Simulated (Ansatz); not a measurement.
Reactions of C2H6GeSe, SMILES `C[C]([GeH3])=[Se]`.

Program: Ansatz. Geometries: PBE0-D4/def2-TZVP. ΔE: electronic, gas phase. CCSD(T)/CBS adds triple-zeta CCSD(T) − MP2 to the extrapolated MP2 energy (def2 sets, frozen cores). This one scheme is used for every species. Functionals use def2-TZVPP. Triplets are unrestricted, without spin–orbit coupling. For Ge, Se outer-core shells are correlated without core-valence functions, which leaves a few kJ/mol of doubt a bond. Scalar relativity is left out up to krypton. One conformer a species, not always the lowest.

```json
{"reaction": "`C[C]([GeH3])=[Se]` + `CSBS` → `CS[BH][GeH3]` + `CC(S)=[Se]`", "CCSD(T)/CBS(def2) (kcal/mol)": "16.8"}
{"reaction": "`C[C]([GeH3])=[Se]` → `[SeH][CH]1[CH2][GeH2]1`", "CCSD(T)/CBS(def2) (kcal/mol)": "11.7"}
{"reaction": "`C[C]([GeH3])=[Se]` + `C[O][AlH2]` → `C[O][AlH][GeH3]` + `CC=[Se]`", "CCSD(T)/CBS(def2) (kcal/mol)": "-10.2"}
{"reaction": "`C[C]([GeH3])=[Se]` + H₂ → `[GeH3][CH]=[Se]` + CH₄", "CCSD(T)/CBS(def2) (kcal/mol)": "?"}
{"reaction": "`C[C]([GeH3])=[Se]` → `[GeH3][CH]=[Se]` + `[CH2]` (triplet)", "CCSD(T)/CBS(def2) (kcal/mol)": "109.4"}
{"reaction": "`C[C]([GeH3])=[Se]` + `O[SiH2]O` → `O[SiH2][O][GeH3]` + `CC=[Se]`", "CCSD(T)/CBS(def2) (kcal/mol)": "-10.8"}
{"reaction": "`C[C]([GeH3])=[Se]` → `C=[C]([GeH3])[SeH]`", "CCSD(T)/CBS(def2) (kcal/mol)": "1.5"}
{"reaction": "`C[C]([GeH3])=[Se]` + `BC(=C)O` → `BC(=C)[O][GeH3]` + `CC=[Se]`", "CCSD(T)/CBS(def2) (kcal/mol)": "?"}
{"reaction": "`C[C]([GeH3])=[Se]` + `CB[SiH2]O` → `O[SiH2][BH][GeH3]` + `CC(C)=[Se]`", "CCSD(T)/CBS(def2) (kcal/mol)": "3.1"}
{"reaction": "`C[C]([GeH3])=[Se]` + `NB(O)F` → `OB(F)[NH][GeH3]` + `CC=[Se]`", "CCSD(T)/CBS(def2) (kcal/mol)": "?"}
```

(1) Fill in the missing values. (Best estimate.)

Largest T1 diagnostic: 0.016, for `CC(S)=[Se]`.

## Answers

(1) Computed: `C[C]([GeH3])=[Se]` + H₂ → `[GeH3][CH]=[Se]` + CH₄: -10.9 kcal/mol; `C[C]([GeH3])=[Se]` + `BC(=C)O` → `BC(=C)[O][GeH3]` + `CC=[Se]`: -6.7 kcal/mol; `C[C]([GeH3])=[Se]` + `NB(O)F` → `OB(F)[NH][GeH3]` + `CC=[Se]`: -5.9 kcal/mol.
